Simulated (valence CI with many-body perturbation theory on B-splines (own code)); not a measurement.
# E1 transitions of Ir VII

Calculated by relativistic CI+MBPT: three valence electrons over a frozen Dirac-Fock core [Xe] 4f14, a basis of 9 s, 9 p, 10 d, 8 f, 5 g, 3 h, 1 i functions for each j, with the one-electron correlation potential Σ1 (screened to all orders), the two-electron term Σ2, the three-electron term Σ3, Breit, model QED; selected single and double excitations, second order for the rest, scaled by the run's own slope (own B-spline code, finite nucleus).

No measured levels were compared; by estimate terms of the open shell hold to 2 to 4 % of their energy, and close levels can change places; different configurations can be misplaced against each other by 1,000 to 8,000 cm⁻¹. Core correlation moves these levels by up to 17000 cm⁻¹, and in measured spectra 5 to 20 % of such shifts remained as error; rates that hang on mixing are uncertain with them.

Lines 201 to 250 of 255 in falling wavelength, among levels below 279210 cm⁻¹, chosen from the strongest by gf and those to the six lowest levels. Wavelengths and rates use the calculated energies, so an error of 2000 cm⁻¹ moves a line at 407.7 Å by 0.82 % and its rate by three times that or more. Electric multipoles are in the length gauge, E1 and E2 with the static RPA response of the core. Weak lines are less certain than strong ones. Lines between different terms over intervals too small for the method are left out, as are lines whose strength nearly cancels. Where a level lies close to another of its J and parity, the split of strength between their lines is uncertain. The highest levels of a list are the least certain.

Levels are named by their leading jj configuration (3d3/2^4 stands for four electrons in 3d with j = 3/2), which in mixed levels can hold well under half, so a name can repeat and another be missing. Letters in brackets count levels of one name in rising energy.

```csv
λ vac (Å),Upper,Lower,A (s⁻¹),log gf,Branch %
407.7,(5d3/2 5d5/2 6p3/2) J=7/2 [c],(5d3/2 5d5/2^2) J=5/2 [a],1.46e+09,-0.54,12.3
406.6,(5d3/2 5d5/2 6p3/2) J=5/2 [a],(5d3/2^2 5d5/2) J=3/2,1.73e+08,-1.59,0.9
405.1,(5d5/2^2 6p1/2) J=5/2,(5d3/2^2 5d5/2) J=7/2,5.10e+07,-2.12,0.7
404.7,(5d3/2 5d5/2 6p3/2) J=3/2 [a],(5d3/2^2 5d5/2) J=3/2,2.12e+05,-4.68,0.0
403.0,(5d3/2 5d5/2 6p3/2) J=9/2 [b],(5d3/2^2 5d5/2) J=7/2,4.92e+06,-2.92,0.0
402.6,(5d3/2 5d5/2 6p1/2) J=3/2 [b],(5d3/2^3) J=3/2,7.81e+08,-1.12,7.1
402.5,(5d3/2 5d5/2 6p3/2) J=7/2 [a],(5d3/2^2 5d5/2) J=7/2,1.25e+09,-0.62,9.9
402.2,(5d3/2^2 6p3/2) J=3/2 [b],(5d3/2^2 5d5/2) J=1/2,9.22e+07,-2.05,0.8
402.2,(5d3/2^2 6p3/2) J=3/2 [a],(5d3/2^3) J=3/2,1.87e+07,-2.74,0.1
401.8,(5d3/2 5d5/2 6p3/2) J=5/2 [a],(5d3/2^2 5d5/2) J=7/2,8.76e+08,-0.90,4.8
401.0,(5d3/2 5d5/2 6p3/2) J=7/2 [b],(5d3/2^2 5d5/2) J=9/2,8.04e+08,-0.81,5.5
401.0,(5d5/2^2 6p1/2) J=7/2,(5d3/2^2 5d5/2) J=5/2,1.84e+08,-1.45,1.6
400.6,(5d3/2 5d5/2 6p3/2) J=1/2,(5d3/2^2 5d5/2) J=1/2,8.42e+06,-3.39,0.1
400.1,(5d3/2^2 6p3/2) J=5/2,(5d3/2^3) J=3/2,1.36e+08,-1.71,0.9
398.9,(5d3/2 5d5/2 6p3/2) J=11/2,(5d3/2^2 5d5/2) J=9/2,7.32e+08,-0.68,15.8
397.7,(5d3/2^2 6p3/2) J=3/2 [b],(5d3/2^2 5d5/2) J=3/2,1.63e+06,-3.81,0.0
396.2,(5d3/2 5d5/2 6p3/2) J=1/2,(5d3/2^2 5d5/2) J=3/2,3.26e+07,-2.81,0.3
395.6,(5d3/2^2 6p3/2) J=1/2,(5d3/2^3) J=3/2,1.54e+09,-1.14,14.0
395.6,(5d5/2^2 6p1/2) J=3/2,(5d3/2^2 5d5/2) J=5/2,1.48e+08,-1.86,1.2
395.5,(5d3/2 5d5/2 6p3/2) J=7/2 [b],(5d3/2^2 5d5/2) J=7/2,1.12e+08,-1.68,0.8
395.5,(5d5/2^2 6p1/2) J=5/2,(5d3/2^2 5d5/2) J=5/2,1.83e+08,-1.59,2.6
393.0,(5d3/2 5d5/2 6p3/2) J=7/2 [a],(5d3/2^2 5d5/2) J=5/2,3.67e+08,-1.17,2.9
392.3,(5d3/2 5d5/2 6p3/2) J=5/2 [a],(5d3/2^2 5d5/2) J=5/2,1.85e+08,-1.59,1.0
392.0,(5d3/2 5d5/2 6p3/2) J=9/2 [c],(5d3/2^2 5d5/2) J=9/2,6.95e+08,-0.80,3.4
391.7,(5d3/2 5d5/2 6p3/2) J=5/2 [b],(5d3/2^2 5d5/2) J=3/2,2.80e+08,-1.41,2.4
391.6,(5d3/2 5d5/2 6p3/2) J=3/2 [b],(5d3/2^2 5d5/2) J=1/2,2.78e+08,-1.59,1.7
390.5,(5d3/2 5d5/2 6p3/2) J=3/2 [a],(5d3/2^2 5d5/2) J=5/2,3.49e+08,-1.50,3.4
388.7,(5d3/2 5d5/2 6p3/2) J=7/2 [c],(5d3/2^2 5d5/2) J=9/2,9.36e+08,-0.77,7.9
388.0,(5d3/2 5d5/2 6p3/2) J=5/2 [c],(5d3/2^2 5d5/2) J=3/2,2.63e+08,-1.45,3.0
387.9,(5d3/2 5d5/2 6p3/2) J=3/2 [c],(5d3/2^2 5d5/2) J=1/2,1.57e+07,-2.85,0.1
387.3,(5d3/2 5d5/2 6p3/2) J=3/2 [b],(5d3/2^2 5d5/2) J=3/2,2.52e+08,-1.64,1.5
387.2,(5d3/2 5d5/2 6p3/2) J=5/2 [b],(5d3/2^2 5d5/2) J=7/2,6.96e+06,-3.03,0.1
386.7,(5d3/2 5d5/2 6p3/2) J=9/2 [c],(5d3/2^2 5d5/2) J=7/2,2.31e+08,-1.29,1.1
386.3,(5d3/2 5d5/2 6p3/2) J=7/2 [b],(5d3/2^2 5d5/2) J=5/2,8.78e+06,-2.80,0.1
386.3,(5d5/2^2 6p3/2) J=1/2,(5d3/2^2 5d5/2) J=1/2,8.00e+07,-2.45,0.6
384.0,(5d3/2^2 6p3/2) J=3/2 [b],(5d3/2^2 5d5/2) J=5/2,2.74e+08,-1.62,2.3
383.7,(5d3/2 5d5/2 6p3/2) J=3/2 [c],(5d3/2^2 5d5/2) J=3/2,1.38e+08,-1.91,1.0
383.6,(5d3/2 5d5/2 6p3/2) J=5/2 [c],(5d3/2^2 5d5/2) J=7/2,4.32e+08,-1.24,5.0
383.5,(5d3/2 5d5/2 6p3/2) J=7/2 [c],(5d3/2^2 5d5/2) J=7/2,4.32e+08,-1.12,3.6
383.4,(5d5/2^2 6p1/2) J=3/2,(5d3/2^3) J=3/2,1.29e+08,-1.94,1.0
383.3,(5d5/2^2 6p1/2) J=5/2,(5d3/2^3) J=3/2,6.56e+07,-2.06,0.9
382.1,(5d5/2^2 6p3/2) J=1/2,(5d3/2^2 5d5/2) J=3/2,4.29e+07,-2.73,0.3
380.3,(5d3/2 5d5/2 6p3/2) J=5/2 [a],(5d3/2^3) J=3/2,9.68e+06,-2.90,0.1
378.6,(5d3/2 5d5/2 6p3/2) J=3/2 [a],(5d3/2^3) J=3/2,9.41e+07,-2.09,0.9
378.4,(5d3/2 5d5/2 6p3/2) J=5/2 [b],(5d3/2^2 5d5/2) J=5/2,1.02e+06,-3.88,0.0
374.9,(5d3/2 5d5/2 6p3/2) J=5/2 [c],(5d3/2^2 5d5/2) J=5/2,2.05e+08,-1.59,2.4
374.9,(5d3/2 5d5/2 6p3/2) J=7/2 [c],(5d3/2^2 5d5/2) J=5/2,2.33e+07,-2.41,0.2
374.3,(5d3/2 5d5/2 6p3/2) J=3/2 [b],(5d3/2^2 5d5/2) J=5/2,2.34e+08,-1.71,1.4
372.5,(5d3/2^2 6p3/2) J=3/2 [b],(5d3/2^3) J=3/2,2.58e+08,-1.67,2.2
371.1,(5d3/2 5d5/2 6p3/2) J=1/2,(5d3/2^3) J=3/2,1.74e+08,-2.14,1.4
```
